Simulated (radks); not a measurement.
Correlation energies from several functionals, in hartree. Species: As4+ [Ar] 3d10 4s1; He+ 1s1. Calculated with a radial shooting solver on a logarithmic mesh with Libxc functionals: non-relativistic Kohn-Sham, exchange-only B88, spin-polarised, spherical densities, point nucleus. Every spin shell is full or empty, so the densities are truly spherical. Functionals are evaluated on that one density, not self-consistently.

functional     As4+         He+
PW92        -2.7561   -0.029382
PZ          -2.7520   -0.029505
Wigner      -1.5405           0
PBE         -1.4449  -0.0060707
PBEsol      -1.6526  -0.0083438
P86         -1.6396   0.0024152
OP (B88)    -1.4090           0
revTPSS     -1.4652           0
r2SCAN      -1.4563           0
B95         -1.7584           0
Tao-Mo      -1.3814           0
